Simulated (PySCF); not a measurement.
Heptafluorocyclopentane, SMILES FC1CC(F)(F)C(F)(F)C1(F)F at its GFN2-xTB optimised geometry (Å):

```
15

F      0.6170     0.2269    -2.9403
C      0.2955    -0.6818    -1.9745
C     -0.9723    -0.2494    -1.2350
C     -0.5270     0.5486     0.0000
F     -1.0086     1.8055     0.0000
F     -0.9760    -0.0237     1.1387
C      1.0361     0.5486     0.0000
F      1.5523     0.4682     1.2338
F      1.5037     1.6789    -0.5585
C      1.3914    -0.6744    -0.8885
F      2.6376    -0.6421    -1.3732
F      1.2833    -1.8055    -0.1510
H      0.2224    -1.6604    -2.4600
H     -1.5523    -1.1122    -0.9074
H     -1.5891     0.3787    -1.8796
```

Level of theory: CAM-B3LYP/def2-TZVP (PySCF 2.14.0). Cells within 0.4 Å of a nucleus heavier than hydrogen are left out (blank, or x).

Map of the electron localisation function on the plane z = 0.0 Å:

```
|0000000000000000000000000000000|
|0000000000000000000000000000000|
|0000000000000000000000000000000|
|0000000000011100000000000000000|
|0000000001233320000122110000000|
|0000000124566641001455431000000|
|0000001356788862003677653100000|
|00000024788xx972004788865210000|
|0000012578xxx872004788875310000|
|0000002578xxx851003678875200000|
|0000001357888742223677652100000|
|0000000023578646874565310000000|
|000000000124xxx999xxx3200000000|
|000000000123xxx998xxx3200000000|
|000000000135xxx898xx26300000000|
|0000000000245446666787300000000|
|0000000000023322235786300000000|
|0000000000001110012444200000000|
|0000000000000000001222100000000|
|0000001122100000024554310000000|
|0000002343210000267888630000000|
|0000012454310001578xx8862000000|
|0000002444200002689xxx873000000|
|00000001321000025788x8874100000|
|0000000000000001467888763100000|
|0000000000000001245666542000000|
|0000000000000000122333211000000|
|0000000000000000000111000000000|
|0000000000000000000000000000000|
|0000000000000000000000000000000|
|0000000000000000000000000000000|
```
Scale: ten equal steps from 0.000 (start of '0') to 0.977 (end of '9'), in the order '0123456789'; x runs from -4.00 to 4.00, y from -4.00 (bottom) to 4.00 (top).
